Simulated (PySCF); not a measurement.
Species: C₆H₇O₃ (doublet state).
Geometry (GFN2-xTB, Å), atoms numbered from 1 in this order:
```
atom  x, y, z in Å
C1     2.443   -0.400    0.158
O2     1.175   -0.141    0.711
C3     0.260    0.523   -0.172
C4    -0.819    1.119    0.665
C5    -2.029    0.487    0.767
C6    -2.299   -0.627   -0.003
O7    -1.453   -1.088   -0.944
C8    -0.255   -0.510   -1.174
O9     0.396   -0.873   -2.121
H10    2.380   -1.045   -0.723
H11    3.008   -0.902    0.940
H12    2.948    0.533   -0.119
H13    0.814    1.297   -0.731
H14   -0.575    1.987    1.252
H15   -2.791    0.849    1.437
H16   -3.210   -1.200    0.045
```

The hyperfine couplings belong to this conformer and change with its torsions.

Identity: `CO[C@@H]1[CH]C=COC1=O` [radical].

Method: PySCF, UKS B3LYP, pcH-1 on C H O, non-relativistic, mean-field spin-orbit, GIAO. The structure is a single GFN2-xTB conformer in the gas phase; no vibrational or solvent corrections. Couplings are sensitive to structure, and on GFN2-xTB geometries they can be far from those on DFT ones. Stability of the SCF solution: not tested.

Principal values of hyperfine tensors in MHz (contact and dipolar terms together), for some of the nuclei:

| atom | isotope | A1 | A2 | A3 |
| --- | --- | --- | --- | --- |
| C6 | 13C | 4.80 | 7.58 | 156.25 |
| O2 | 17O | -59.64 | -44.88 | -43.76 |
| H16 | 1H | -66.62 | -43.85 | -17.96 |
| C5 | 13C | -66.57 | -31.38 | -26.79 |
| H14 | 1H | -60.41 | -38.78 | -14.97 |
| H13 | 1H | 34.27 | 35.06 | 42.29 |
| C3 | 13C | -15.41 | -14.15 | -13.08 |
| H15 | 1H | 5.53 | 9.35 | 15.76 |

Question: Split each tensor into its isotropic and traceless parts, and turn a_iso into mT with g = 2.0029.

Answer: a_iso = (A1 + A2 + A3)/3, Ti = Ai − a_iso; 1 mT corresponds to 28.033 MHz.

```json
{"atom": "C6", "a_iso (MHz)": "56.21", "a_iso (mT)": "2.005", "T1": "-51.41", "T2": "-48.63", "T3": "100.04"}
{"atom": "O2", "a_iso (MHz)": "-49.43", "a_iso (mT)": "-1.763", "T1": "-10.21", "T2": "4.54", "T3": "5.67"}
{"atom": "H16", "a_iso (MHz)": "-42.81", "a_iso (mT)": "-1.527", "T1": "-23.81", "T2": "-1.04", "T3": "24.85"}
{"atom": "C5", "a_iso (MHz)": "-41.58", "a_iso (mT)": "-1.483", "T1": "-24.99", "T2": "10.20", "T3": "14.79"}
{"atom": "H14", "a_iso (MHz)": "-38.05", "a_iso (mT)": "-1.357", "T1": "-22.36", "T2": "-0.73", "T3": "23.08"}
{"atom": "H13", "a_iso (MHz)": "37.21", "a_iso (mT)": "1.327", "T1": "-2.94", "T2": "-2.15", "T3": "5.08"}
{"atom": "C3", "a_iso (MHz)": "-14.21", "a_iso (mT)": "-0.507", "T1": "-1.20", "T2": "0.07", "T3": "1.13"}
{"atom": "H15", "a_iso (MHz)": "10.22", "a_iso (mT)": "0.364", "T1": "-4.69", "T2": "-0.86", "T3": "5.55"}
```

Question: What spin density at the nucleus of H13 lies behind its contact coupling (g_N = 5.58569)?

Answer: a_FC = (2μ0/3) gₑ μB g_N μN ρ(0)/(2S·h) = 800.24 MHz × g_N × ρ(0)/(2S), with ρ in bohr⁻³. With a_FC = 37.21 MHz and 2S = 1, ρ(0) = 0.008324 bohr⁻³. In magnitude that is 2.6 % of the 1/π = 0.318 of a free hydrogen atom.

Question: C4 (13C, g_N = 1.40482) isn't in the table. Its spin density at the nucleus is 0.0452 bohr⁻³. What is its contact coupling?

Answer: By the same relation, a_FC = 50.8 MHz. Its full tensor has the principal values 4.13, 6.08, 142.25 MHz.

Question: Which nucleus of the table has the largest anisotropic coupling, and what is its form?

Answer: C6: -51.4, -48.6, 100.0 MHz, nearly axial, close to the ratio −1:−1:+2, the form that spin in one p orbital centred on that nucleus gives.

Question: In a single crystal, with the field along each principal axis of the tensor of C6 in turn, what first-order splitting does this nucleus give (isotropic g, quadrupole terms neglected)?

Answer: 2 lines (I = 1/2), spaced by |A_i|/(g × 13.996): 0.17, 0.27, 5.57 mT along the axes of A1, A2 and A3.

The run took 92 s (with the writing of density and orbital grids) on one thread of an Arm Neoverse V1, no GPU, on a shared host, and the process peaked at 0.96 GiB of memory.
